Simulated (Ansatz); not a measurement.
Total energies of `S/C=C/c1ccc(/C=C/c2ccc(/C=C/c3ccc(/C=C/c4ccc(S)cc4)cc3)cc2)cc1` from Ansatz at PBE-D4/def2-SVP, gas phase (1 Eh = 27.2114 eV = 2625.5 kJ/mol). The reference geometry is relaxed at PBE-D4/def2-SVP.

```tsv
state	geometry	energy (Eh)
charge 0 singlet	reference	-2028.44728
charge 1 doublet	reference	-2028.23488
charge -1 doublet	reference	-2028.50828
free S atom (triplet)	–	-397.80063
free C atom (triplet)	–	-37.75124
free H atom (doublet)	–	-0.49863
```

Single mean-field runs in def2-SVP are fitted with def2-universal-jkfit.

**Question.** Work out the vertical ionisation energy to the doublet.

**Answer.** E(charge 1 doublet) − E(charge 0 singlet) = -2028.23488 − (-2028.44728) = 0.21240 Eh = 5.78 eV. For comparison, −ε of the highest occupied level is 4.52 eV at this level, 1.26 eV less.

**Question.** Work out the vertical electron affinity, to the doublet.

**Answer.** E(charge 0 singlet) − E(charge -1 doublet) = -2028.44728 − (-2028.50828) = 0.06100 Eh = 1.66 eV. The basis lacks diffuse functions, which makes affinities too small.

**Question.** Give the fundamental gap IE − EA, the Mulliken electronegativity (IE + EA)/2 and the hardness (IE − EA)/2.

**Answer.** From the values in Eh: IE − EA = 0.21240 − 0.06100 = 0.15140 Eh = 4.12 eV; (IE + EA)/2 = 3.72 eV; (IE − EA)/2 = 2.06 eV. The HOMO–LUMO gap of the same run is 1.65 eV, 2.47 eV smaller than the fundamental gap.

**Question.** What is the binding energy per atom against free atoms?

**Answer.** Atoms: 2 × (-397.80063) + 32 × (-37.75124) + 26 × (-0.49863) = -2016.60532 Eh. Binding: -2016.60532 − (-2028.44728) = 11.84196 Eh = 322.24 eV, or 5.37 eV for each of 60 atoms (no zero-point energy, no counterpoise term).
